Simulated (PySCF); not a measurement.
A structure optimised at PBE0-D3(BJ)/def2-SVP, used in a PySCF frequency run:

```
C
C 1 1.3381
H 2 1.0968 1 122.35
H 1 1.0971 2 118.19 3 180.00
H 2 1.0979 3 115.29 1 180.00
In 1 2.1425 4 120.59 2 180.00
O 6 2.0082 1 113.51 4 180.00
H 7 0.9631 6 113.86 1 0.00
H 6 1.7141 7 112.16 8 180.00
```

Q: Write its SMILES, formula and point group.

A: C=[CH][InH][OH], C₂H₅InO, Cs

Q: What are its rotational constants (standard atomic weights)?

A: 7.1621, 2.9071, 2.0678 GHz
